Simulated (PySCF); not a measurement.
**Fine-structure interval of Br by level of theory**

Br [Ar] 3d10 4s2 4p5 [4p1/2^2 4p3/2^3, M_J = 3/2] → Br [Ar] 3d10 4s2 4p5 [4p1/2^1 4p3/2^4, M_J = 1/2], as a difference of total energies. All numbers are calculated (PySCF 2.14, the two-component X2C-1e Hamiltonian, in x2c-QZVPPall-2c). Correlated levels: [Ne] frozen; the 8 highest virtual spinors dropped. "Screened" scales the spin-orbit matrix elements by Boettger's factors to mimic the two-electron term; Breit and QED terms are absent.

```json
{"method": "GHF (screened spin-orbit)", "fine-structure interval (cm⁻¹)": "3207.1", "error (cm⁻¹)": "-478"}
{"method": "GMP2 (screened spin-orbit)", "fine-structure interval (cm⁻¹)": "3790.1", "error (cm⁻¹)": "+105"}
{"method": "GHF (bare spin-orbit)", "fine-structure interval (cm⁻¹)": "3421.5", "error (cm⁻¹)": "-264"}
```

Reference: 3685.2 cm⁻¹ (measured; NIST Handbook of Basic Atomic Spectroscopic Data (Sansonetti and Martin, J. Phys. Chem. Ref. Data 34, 1559 (2005))).

Errors of the correlated levels include the incompleteness of this basis and the frozen core.

GHF and GMP2 differ strongly here because the two determinants are spin-polarised to different degrees; the interval is a small difference of such terms.
